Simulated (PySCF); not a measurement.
Be(Me) (CH₃Be), SMILES [CH3][Be+], charge +1.

Geometry optimised at B3LYP-D3(BJ)/def2-TZVPD. The spin state was assumed, not searched. The isomer is the one that the SMILES or the coordinates give; other isomers of the formula were not compared.

Method: TDA-M06-2X/def2-TZVPD run with PySCF 2.14.0.

Vertical excitations; the highest root listed may be one member of a degenerate set. Isolated molecule, no solvent. State labels are in the subgroup Cs.

Computed excitation energies, oscillator strengths and character:
| state | symmetry | energy (eV) | λ (nm) | f | main pairs |
|---|---|---|---|---|---|
| S1 | A' | 4.64 | 267 | 0.205 | HOMO→LUMO 97 % |
| S2 | A" | 5.88 | 211 | 0.007 | HOMO−2→LUMO (degenerate set) |
| S3 | A' | 5.88 | 211 | 0.007 | HOMO−1→LUMO (degenerate set) |
| S4 | A' | 7.08 | 175 | 0.167 | HOMO→LUMO+1 (degenerate set) |
| S5 | A" | 7.08 | 175 | 0.167 | HOMO→LUMO+2 (degenerate set) |
| S6 | A" | 8.57 | 145 | 0.000 | HOMO−1→LUMO+2 49 %, HOMO−2→LUMO+1 49 % |
| S7 | A' | 8.74 | 142 | 0.011 | HOMO−2→LUMO+2, HOMO−1→LUMO+1 (degenerate set) |
| S8 | A" | 8.74 | 142 | 0.011 | HOMO−2→LUMO+1, HOMO−1→LUMO+2 (degenerate set) |
| S9 | A' | 9.58 | 129 | 0.356 | HOMO−1→LUMO+1 46 %, HOMO−2→LUMO+2 46 % |
| S10 | A' | 10.14 | 122 | 0.023 | HOMO→LUMO+3 95 % |
| T1 | A' | 3.16 | 393 | 0 | HOMO→LUMO 98 % |
| T2 | A" | 5.66 | 219 | 0 | HOMO−2→LUMO, HOMO→LUMO+2 (degenerate set) |
| T3 | A' | 5.66 | 219 | 0 | HOMO−1→LUMO, HOMO→LUMO+1 (degenerate set) |
| T4 | A' | 5.92 | 210 | 0 | HOMO→LUMO+1 74 %, HOMO−1→LUMO 23 % |
Triplets are in the Tamm–Dancoff approximation.
